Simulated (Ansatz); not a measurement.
Ideal-gas functions of CH$_{4}$B$_{2}$S (`B1BSC1`) at 800 K and 1 bar, from an Ansatz frequency run at PBE0-D4/def2-TZVP.

Molar mass 69.73 g/mol, point group C1 (symmetry number 1), electronic degeneracy 1, moments of inertia 52.521, 58.09, 96.435 u Å². Harmonic wavenumbers (cm⁻¹, unscaled): 299, 438, 583, 662, 745, 812, 844, 861, 948, 966, 1007, 1098, 1117, 1467, 2615, 2732, 3119, 3205.

Use S(trans) = R[1.5 ln M + 2.5 ln T − 1.1517]; rotational temperatures θ = 24.2544 K / I; S(rot) = R[ln(√π/σ · √(T³/θAθBθC)) + 1.5]; for each mode x = 1.438777 ν̃/T, S = R[x/(eˣ − 1) − ln(1 − e⁻ˣ)] and H = RT x/(eˣ − 1); 1 cm⁻¹ = 0.0119627 kJ/mol; R = 8.31446 J/(mol·K).

Task: By hand: the entropy, in J/(mol·K).

Result: Translation 182.3. Rotation: θ = 0.4618, 0.4175, 0.2515 K, giving 113.2. Vibration, mode by mode: 13.57, 10.51, 8.29, 7.34, 6.48, 5.87, 5.60, 5.46, 4.82, 4.69, 4.43, 3.89, 3.79, 2.31, 0.43, 0.36, 0.20, 0.18, in all 88.2. Electronic 0.0. Sum 383.7 J/(mol·K).

Task: By hand: H − E and G − E in kJ/mol, counted from the electronic energy.

Result: Zero-point energy ½ × 23518 × 0.0119627 = 140.7; thermal vibration 42.0; translation, rotation and pV give 4 RT = 26.6. H − E = 209.3 kJ/mol, and G − E = 209.3 − 800 × 383.7/1000 = -97.7 kJ/mol.

Vibration gives 23 % of the entropy. The sum counts one conformer and one mirror image; others add a mixing term.
